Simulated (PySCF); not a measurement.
C₅H₇F, SMILES F/C=C\C1CC1. Atoms are numbered in the order given.

```xyz
13

F      0.7241     2.2497     0.0000
C     -0.5185     1.7350     0.0000
C     -0.7441     0.4211     0.0000
C      0.3021    -0.6211     0.0000
C      0.0757    -1.9194     0.7501
C      0.0757    -1.9194    -0.7501
H     -1.2924     2.5069     0.0000
H     -1.7910     0.1018     0.0000
H      1.3236    -0.2327     0.0000
H      0.9292    -2.3567     1.2752
H     -0.8800    -2.0435     1.2678
H     -0.8800    -2.0435    -1.2678
H      0.9292    -2.3567    -1.2752
```

The structure is a stationary point at B3LYP-D3(BJ)/def2-SVP. The structure was generated by enumeration; whether it is a known compound was not checked. The values are those of a single conformer.

These are PySCF with PBE/def2-TZVP values and carry that method's errors.

ESP charges are fitted to the potential on shells at 1.4 to 2.0 van der Waals radii. Atomic charges (e):

| atom | Löwdin | Mulliken | meta-Löwdin | ESP fit |
|---|---|---|---|---|
| F1 | ? | -0.17 | -0.25 | -0.12 |
| C2 | -0.30 | 0.03 | 0.12 | 0.03 |
| C3 | ? | -0.20 | -0.17 | -0.51 |
| C4 | ? | 0.03 | -0.10 | 0.25 |
| C5 | ? | -0.24 | -0.24 | -0.35 |
| C6 | ? | -0.24 | -0.24 | -0.35 |
| H7 | 0.12 | 0.10 | 0.12 | 0.14 |
| H8 | 0.16 | 0.11 | 0.13 | 0.23 |
| H9 | 0.16 | 0.11 | 0.13 | 0.09 |
| H10 | 0.13 | 0.12 | 0.13 | 0.14 |
| H11 | 0.13 | 0.11 | 0.12 | 0.16 |
| H12 | 0.13 | 0.11 | 0.12 | 0.16 |
| H13 | 0.13 | 0.12 | 0.13 | 0.14 |

### Question
What belongs in the gaps? (An estimate is asked for; the answer gives what the named calculation found.)

### Answer

- F1, Löwdin: 0.18
- C3, Löwdin: -0.19
- C4, Löwdin: -0.21
- C5, Löwdin: -0.22
- C6, Löwdin: -0.22

### Question
Give the Mayer and Wiberg (Löwdin basis) orders of the bonds. (Estimate from the structure and the level; the computed values follow.)

### Answer

| bond | Mayer | Wiberg |
|---|---|---|
| F1–C2 | 1.09 | 1.75 |
| C2–C3 | 1.86 | 2.06 |
| C3–C4 | 1.01 | 1.23 |
| C4–C5 | 0.92 | 1.19 |
| C4–C6 | 0.92 | 1.19 |
| C5–C6 | 1.00 | 1.30 |
| C2–H7 | 0.98 | 0.87 |
| C3–H8 | 0.91 | 0.80 |
| C4–H9 | 0.95 | 0.80 |
| C5–H10 | 0.95 | 0.87 |
| C5–H11 | 0.96 | 0.87 |
| C6–H12 | 0.96 | 0.87 |
| C6–H13 | 0.95 | 0.87 |
